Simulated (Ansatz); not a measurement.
Reaction (ligand exchange at a B–O bond): `FBO[SiH3]` + `C[NH][GeH3]` → `C[N]([GeH3])BF` + `O[SiH3]`

Program: Ansatz. Geometries: PBE0-D4/def2-TZVP. ΔE: electronic, gas phase. CCSD(T)/CBS adds triple-zeta CCSD(T) − MP2 to the extrapolated MP2 energy (def2 sets, frozen cores). Functionals use def2-TZVPP. For Ge outer-core shells are correlated without core-valence functions, which leaves a few kJ/mol of doubt a bond. Scalar relativity is left out up to krypton. Each species was taken in one conformer, which may not be the lowest.

CCSD(T)/CBS gives +4.3 kJ/mol.

**Question.** Another level gave +10.2 kJ/mol. Which?
A. HF/def2-TZVPP
B. MP2/def2-TZVPP
C. BLYP-D4/def2-TZVPP
D. BHLYP-D4/def2-TZVPP

**Answer.** D. BHLYP-D4 10.2, MP2/def2-TZVPP 1.6, BLYP-D4 5.6, HF/def2-TZVPP 22.9 kJ/mol.

Largest T1 diagnostic among the species: 0.013.

The D4 term adds −4.2 kJ/mol with B3LYP and −2.3 kJ/mol with PBE0; it sums over pairs of atoms, weighted by their polarisabilities, and B3LYP, whose exchange is more repulsive, gets the larger term. At CCSD(T), def2-SVP lies +8.2 kJ/mol from the extrapolated value and def2-TZVPP −0.9 kJ/mol. In def2-TZVPP, CCSD(T) changes the Hartree–Fock value by −19.4 kJ/mol (the triples alone add −2.6 kJ/mol) and MP2 by −21.3 kJ/mol.

B3LYP here is the variant with VWN-RPA as its local correlation; programs differ in this.
